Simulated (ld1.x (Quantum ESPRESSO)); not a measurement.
Reading a pseudo-wave (H (Z = 1))

Columns: radius, all-electron u(r) and pseudo u(r) of the 1s shell (level -6.49 eV) of hydrogen in the configuration 1s1; PBE, scalar-relativistic, RRKJ scheme, ld1.x (Quantum ESPRESSO) 7.5.

```tsv
r (bohr)	all-electron	pseudo
0.065	0.1169	0.0249
0.130	0.2188	0.0607
0.195	0.3071	0.1151
0.260	0.3832	0.1911
0.325	0.4483	0.2858
0.390	0.5036	0.3912
0.455	0.5501	0.4966
0.520	0.5887	0.5909
0.585	0.6205	0.6655
0.650	0.6460	0.7160
0.715	0.6660	0.7427
0.780	0.6811	0.7499
0.845	0.6920	0.7443
0.910	0.6991	0.7327
0.975	0.7028	0.7207
1.040	0.7036	0.7109
1.105	0.7019	0.7039
1.170	0.6979	0.6981
1.235	0.6920	0.6920
1.300	0.6844	0.6844
1.365	0.6753	0.6753
1.430	0.6650	0.6650
1.495	0.6537	0.6537
1.560	0.6415	0.6415
1.625	0.6286	0.6286
1.690	0.6151	0.6151
```

Q: How many radial nodes do the two functions have?

A: The all-electron 1s function has n − l − 1 = 0; the pseudo-wave has 0.

Q: At about which radius was the pseudo-wave matched?

A: 1.25 bohr. The columns agree to 0.0005 from 1.17 bohr on; several derivatives are matched, so the curves merge somewhat inside the radius.

Q: Is the pseudo-wave norm-conserving?

A: Yes: the RRKJ scheme keeps the norm inside the radius equal to the all-electron one, which fixes the energy derivative of the logarithmic derivative at the level.
